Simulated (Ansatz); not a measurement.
One change: `C[N](C)[In]([NH2])[Cl]` becomes `C[N](C)[In]([SH])[Cl]`.

Ansatz, PBE0-D4/def2-TZVP geometries, multiplicity 1. Each molecule was computed in one conformer, which needn't be the lowest.

Elements past krypton have def2 core potentials.

```
                                          property  `C[N](C)[In]([NH2])[Cl]`
                 LUMO energy (PBE/def2-TZVPP) / eV                     -2.15
  size of the dipole moment (B3LYP/def2-TZVPP) / D                      3.06
    size of the dipole moment (PBE/def2-TZVPP) / D                      3.03
size of the dipole moment (ωB97M-V/def2-TZVPP) / D                      3.02
               HOMO energy (B3LYP/def2-TZVPP) / eV                     -6.05
             HOMO energy (ωB97M-V/def2-TZVPP) / eV                     -8.52
```

Give the same properties after the change, and the shifts. (An estimate is asked.)

Ansatz gave: 
```json
{"property": "LUMO energy (PBE/def2-TZVPP) / eV", "`C[N](C)[In]([SH])[Cl]`": "-2.48", "shift": "-0.33"}
{"property": "size of the dipole moment (B3LYP/def2-TZVPP) / D", "`C[N](C)[In]([SH])[Cl]`": "1.88", "shift": "-1.18"}
{"property": "size of the dipole moment (PBE/def2-TZVPP) / D", "`C[N](C)[In]([SH])[Cl]`": "1.91", "shift": "-1.12"}
{"property": "size of the dipole moment (ωB97M-V/def2-TZVPP) / D", "`C[N](C)[In]([SH])[Cl]`": "1.78", "shift": "-1.24"}
{"property": "HOMO energy (B3LYP/def2-TZVPP) / eV", "`C[N](C)[In]([SH])[Cl]`": "-6.23", "shift": "-0.18"}
{"property": "HOMO energy (ωB97M-V/def2-TZVPP) / eV", "`C[N](C)[In]([SH])[Cl]`": "-8.69", "shift": "-0.17"}
```

With PBE0 the HOMO falls by 0.18 eV and the LUMO falls by 0.32 eV, so the gap narrows by about 0.14 eV. PBE moves the HOMO by -0.20 eV and ωB97M-V by -0.17 eV. Dipoles are sizes alone; their direction can turn.

B3LYP here is the variant with VWN-RPA as its local correlation; programs differ in this.
